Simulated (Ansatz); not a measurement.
`[NH2][Al]([OH])[F]` + HBr → `[OH][Al]([F])[Br]` + NH₃ at 500 K and 1 bar (ligand exchange at the Al–N bond).

Program: Ansatz. Geometries: PBE0-D4/def2-TZVP. ΔE: electronic, gas phase. CCSD(T)/CBS adds triple-zeta CCSD(T) − MP2 to the extrapolated MP2 energy (def2 sets, frozen cores). This one scheme is used for every species. For Br outer-core shells are correlated without core-valence functions, which leaves a few kJ/mol of doubt a bond. Scalar relativity is left out up to krypton. One conformer a species, not always the lowest.

```csv
species,CCSD(T)/CBS energy (Eh),H − E (kJ/mol),S (J/(mol·K))
`[NH2][Al]([OH])[F]`,-473.67557,149.0,366.4
HBr,-2573.91920,30.5,213.7
`[OH][Al]([F])[Br]`,-2991.11301,80.0,366.3
NH₃,-56.50880,108.2,211.8
```

H − E and S are ideal-gas, rigid-rotor, harmonic terms from PBE0-D4/def2-TZVP, for one conformer and one mirror image of each species. 1 Eh = 2625.50 kJ/mol, R = 8.31446 J/(mol·K).

By hand: ΔE, ΔH, ΔS and ΔG.

ΔE = (-2991.11301) + (-56.50880) − (-473.67557) − (-2573.91920) = -0.02704 Eh = -71.0 kJ/mol. Δ(H − E) = 80.0 + 108.2 − 149.0 − 30.5 = 8.7, so ΔH = -62.3 kJ/mol. ΔS = 366.3 + 211.8 − 366.4 − 213.7 = -2.0 J/(mol·K). ΔG = -62.3 − 500 × (-2.0)/1000 = -61.3 kJ/mol.

By hand: the equilibrium constant, and the temperature at which ΔG would vanish if ΔH and ΔS stayed fixed.

log₁₀ K = −ΔG/(RT ln 10) = 6.4. ΔG = 0 at ΔH/ΔS = 31150 K, far beyond where these terms or the molecules hold.

The number of gas molecules stays the same, so ΔS is small and ΔH decides. A doubt of 5 kJ/mol in ΔE shifts log₁₀ K by 0.5 here. Other conformers and mirror images would add mixing entropy, several J/(mol·K) or more a flexible species. These are equilibria of isolated gas molecules and say nothing of rates. Largest T1 diagnostic: 0.012 (customary marks: 0.02 for closed shells, 0.045 for open ones).
